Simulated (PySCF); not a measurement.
A geometry optimisation on `O([SiH2]O[SiH2][SiH3])[SiH3]`.

Computed with PBE0-D3(BJ)/def2-SVP geometry optimisation, gas phase (PySCF 2.14.0). Start geometry: GFN2-xTB. A driver script takes a list of jobs; this job's settings line and coordinates (Å) are shown.

Input:
```
{"job": {"xc": "PBE0", "basis": "def2-SVP", "d3": "d3bj", "grid": 1, "kind": "geom"}, "charge": 0, "multiplicity": 1}
Si    -2.415184     0.767385     0.206238
O     -1.744250    -0.446468     1.039169
Si    -0.740112    -1.707262     1.181386
O      0.559056    -1.495205     0.252678
Si     1.466387    -0.574501    -0.741714
Si     2.164987     1.297677     0.400829
H     -3.430716     0.194886    -0.677669
H     -2.990748     1.619453     1.243231
H     -1.382229     1.457368    -0.570454
H     -1.414862    -2.897181     0.687274
H     -0.299045    -1.692272     2.566813
H      0.644389    -0.298851    -1.930778
H      2.507629    -1.530841    -1.137667
H      2.905622     1.011117     1.638066
H      1.082839     2.210115     0.797352
H      3.078638     2.093525    -0.431198
```

Output:
```
step   0  E = -1313.42990287  max force = 0.013927
step   1  E = -1313.44291558  max force = 0.004884
step   2  E = -1313.44314961  max force = 0.001505
step   3  E = -1313.44323720  max force = 0.001605
step   4  E = -1313.44332785  max force = 0.003126
step   5  E = -1313.44354352  max force = 0.005070
step   6  E = -1313.44356317  max force = 0.004259
step   7  E = -1313.44378752  max force = 0.001668
step   8  E = -1313.44385341  max force = 0.001198
step   9  E = -1313.44388823  max force = 0.001577
... (20 lines left out)
step  30  E = -1313.44493260  max force = 0.000284
step  31  E = -1313.44495365  max force = 0.000272
step  32  E = -1313.44498433  max force = 0.000310
step  33  E = -1313.44499463  max force = 0.000793
step  34  E = -1313.44501627  max force = 0.000740
step  35  E = -1313.44502202  max force = 0.000521
step  36  E = -1313.44504000  max force = 0.000545
step  37  E = -1313.44503318  max force = 0.000531
step  38  E = -1313.44504094  max force = 0.000492
step  39  E = -1313.44504596  max force = 0.000359
optimisation converged
```

Energies in Eh; «max force» is the largest Cartesian gradient component in Eh/bohr.

Q: Give the first gradient maximum in eV/Å.

A: With 1 Eh/bohr = 51.422 eV/Å, 0.716 eV/Å.

Q: How much energy does the optimisation release, in kcal/mol?

A: E(step 0) − E(last step) = 0.015143 Eh, which is 9.5 kcal/mol.

Summary of the converged run: final energy -1313.44505 Eh after 39 steps; dipole 0.64 D.

Q: Where do the atoms end?

A: 1.127 Å rms from the input after alignment:
```
atom  x, y, z in Å
Si1   -2.3915    0.8646    0.5037
O2    -1.2289   -0.2801    0.8141
Si3   -0.6596   -1.8231    0.6554
O4     0.7734   -1.7733   -0.1586
Si5    2.0852   -0.7629   -0.3743
Si6    1.5648    1.4470    0.2324
H7    -3.7309    0.3497    0.9182
H8    -2.0640    2.0893    1.2848
H9    -2.4231    1.1888   -0.9531
H10   -1.6145   -2.6489   -0.1313
H11   -0.4453   -2.3815    2.0169
H12    2.4909   -0.8224   -1.8102
H13    3.2294   -1.2557    0.4539
H14    1.2016    1.5392    1.6788
H15    0.4363    1.9774   -0.5936
H16    2.7691    2.3022   -0.0146
```

Hardware: one thread of an Arm Neoverse V1, shared host. Cost: 7.1 min of wall time.
Labels such as C1 count atoms from 1, the log's own numbers from 0.
